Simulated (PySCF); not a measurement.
## State search for BiSe⁺

Unrestricted PBE0; Bi def2-SVP with ECP60, Se def2-SVP; scalar-relativistic core potentials (PySCF 2.14). Outer shells of the fragments: Bi+ 5d10 6s2 6p2; Se 3d10 4s2 4p4.

Followed along the bond (rough minima from three points):

| 2Ms+1 | unpaired | ⟨S²⟩ at the start | R at minimum (Å) | Te (eV) |
| --- | --- | --- | --- | --- |
| 1 | none | 0.00 | 2.36 | 0.00 |
| 3 | π ↑↑ | 2.01 | 2.59 | 1.49 |
| 3 | π ↑↑ | 2.00 | 2.60 | 1.89 |
| 1 | π ↑↓ | 1.01 | 2.61 | 1.99 |
| 5 | π ↑↑↑↑ | 6.01 | none in the scan | ≤ 2.44 |

Solutions found at the starting distance of 2.675 Å, counted from the lowest of them; the search is not exhaustive and high or unbound solutions are not listed, so other states can lie among these:

| 2Ms+1 | unpaired | term | E (eV) | ⟨S²⟩ | ⟨Lz²⟩ | μ (D) |
| --- | --- | --- | --- | --- | --- | --- |
| 1 | none | ¹Σ⁺ | 0.00 | 0.00 | 0.00 | -2.32 |
| 3 | π ↑↑ | mixed | 0.72 | 2.01 | 2.01 | -1.13 |
| 3 | π ↑↑ | mixed | 1.11 | 2.00 | 2.00 | -1.59 |
| 1 | π ↑↓ | mixed | 1.20 | 1.01 | 2.01 | -1.79 |
| 5 | π ↑↑↑↑ | ⁵Σ⁺ | 1.86 | 6.01 | 0.00 | 2.42 |
| 3 | σ ↑, π ↑ | ³Π | 2.29 | 2.16 | 1.00 | -1.63 |
| 1 | σ ↓, π ↑ | mixed | 2.41 | 1.33 | 1.01 | -1.43 |
| 1 | π ↑↑↓↓ | mixed | 2.66 | 2.01 | 4.02 | 2.42 |
| 5 | σ ↑, π ↑↑↑ | ⁵Π | 2.93 | 6.00 | 1.00 | 0.78 |
| 3 | σ ↑, π ↑↑↓ | mixed | 3.45 | 3.01 | 3.01 | 0.69 |
| 3 | σ ↑, π ↑ | ³Π | 3.54 | 2.24 | 1.00 | -0.43 |
| 3 | σ ↓, π ↑↑↑ | mixed | 3.55 | 3.01 | 1.00 | 0.68 |
| 1 | σ ↓, π ↑↑↓ | mixed | 3.77 | 2.01 | 3.01 | 0.79 |
| 5 | σ ↑, π ↑↑↑ | ⁵Π | 4.21 | 6.00 | 1.00 | 1.71 |

A term symbol is given only where ⟨S²⟩ and ⟨Lz²⟩ are close to those of a pure state; real π, δ and φ orbitals otherwise mix terms. A positive dipole points towards Se; it is taken about the centre of mass and depends on that origin.

Problem. Compare the gap between the two lowest followed solutions at the starting distance with the gap between their minima.

Solution. At PBE0 the second solution (triplet, unpaired electrons π ↑↑) lies +0.72 eV from the first (singlet, closed shell) at 2.675 Å and +1.49 eV at the minima; the two curves relax by different amounts, since their minima lie near 2.59 and 2.36 Å.

Spin–orbit coupling is left out, which matters for elements this heavy, above all for dissociation energies. Counting both spins, an empty level lies below a filled one in some of these solutions, because spin and occupation are held.
